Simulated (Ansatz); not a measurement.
C3H4BF, SMILES `C=C1BC1F`. Charge 0, multiplicity 1.

```xyz
9

C    -1.2005   -0.3973   -0.9027
C    -0.3463    0.2132   -0.0871
B     0.1565    0.1796    1.3240
C     1.0959    0.4294    0.1169
F     2.0633   -0.4168   -0.3700
H    -2.2425   -0.5261   -0.6259
H    -0.8910   -0.7998   -1.8644
H    -0.0187   -0.1565    2.4445
H     1.3832    1.4742   -0.0354
```

(1) What are the harmonic wavenumbers in cm⁻¹ at PBE0-D4/def2-TZVP (Ansatz, finite differences of forces, unscaled)? (Estimate.)

(2) Is this a minimum?

(3) Give the ideal-gas thermochemistry at 298.15 K and 1 bar (rigid rotor, harmonic oscillator; point group C1, symmetry number 1).

(4) And at 400, 500, 600, 800 and 1000 K?

(5) Rotational constants (cm⁻¹)?

## Answers

(1) Ansatz gave: 136, 213, 326, 443, 580, 702, 807, 881, 890, 991, 1004, 1021, 1140, 1172, 1330, 1461, 1752, 2747, 3075, 3130, 3219.

(2) Yes, all 21 modes are real.

(3) Zero-point energy 161.6 kJ/mol; H(298) − E = 178.1 kJ/mol; entropy 303.6 J/(mol·K), of which translation 161.8, rotation 105.5, vibration 36.3; G(298) − E = 87.6 kJ/mol.

(4) 
```tsv
T (K)	H − E (kJ/mol)	S (J/mol/K)	G − E (kJ/mol)
400	187.7	331.2	55.2
500	198.9	356.1	20.9
600	211.5	379.0	-15.9
800	239.8	419.6	-95.9
1000	271.2	454.6	-183.4
```

(5) 0.325, 0.1478, 0.1115.
